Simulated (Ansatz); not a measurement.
The same path of C₂H₁₁SbSi₂ (16 atoms, charge 0, multiplicity 1) was run twice with different band settings. The coordinate that changes most is the dihedral H6–C1–C2–Sb3.

These are results of Ansatz 0.2.0, RHF/def2-SVP, not measurements.

Relaxed end points:

```xyz
16
Properties=species:S:1:pos:R:3
C -0.815 -1.452 -0.579
C 0.468 -0.650 -0.298
Sb 2.012 -1.136 -1.798
Si 0.168 1.222 -0.183
Si -1.240 1.791 1.643
H -1.266 -1.175 -1.534
H -1.569 -1.284 0.195
H -0.624 -2.527 -0.606
H 0.894 -0.968 0.656
H 3.315 -0.506 -0.901
H 2.260 -2.723 -1.225
H 1.464 1.933 -0.019
H -0.454 1.708 -1.445
H -0.650 1.295 2.913
H -1.399 3.264 1.737
H -2.586 1.183 1.487
```

```xyz
16
Properties=species:S:1:pos:R:3
C -0.811 -1.445 -0.597
C 0.471 -0.637 -0.324
Sb 1.980 -1.074 -1.873
Si 0.157 1.228 -0.150
Si -1.226 1.741 1.711
H -0.610 -2.517 -0.647
H -1.282 -1.154 -1.539
H -1.553 -1.298 0.192
H 0.921 -0.978 0.611
H 3.303 -0.471 -0.989
H 2.239 -2.674 -1.349
H 1.449 1.944 0.020
H -0.485 1.747 -1.387
H -0.626 1.201 2.959
H -1.367 3.212 1.852
H -2.581 1.152 1.554
```

Common settings: movable images 5; climbing image yes; spring 5.0 eV/Å²; optimiser quadratic models (default); start path through a guess of the saddle point; iteration limit 60; end points relaxed.

| run | force threshold |
| --- | --- |
| 1 | 0.03 eV/Å |
| 2 | 0.2 eV/Å |

What does each run give, and how far can it be trusted?

Run 1: converged after 13 iterations, highest image 0.131 eV above the first end. A vibrational analysis at the climbing image gives one clearly imaginary mode, 228i cm⁻¹: a first-order saddle point.
Run 2: converged after 5 iterations, highest image 0.132 eV above the first end. The threshold of 0.2 eV/Å is loose, so the images may lie well off the minimum-energy path. Another band between the same ends (5 images) ends at a top of the same energy, where a vibrational analysis finds 1 clearly imaginary mode.
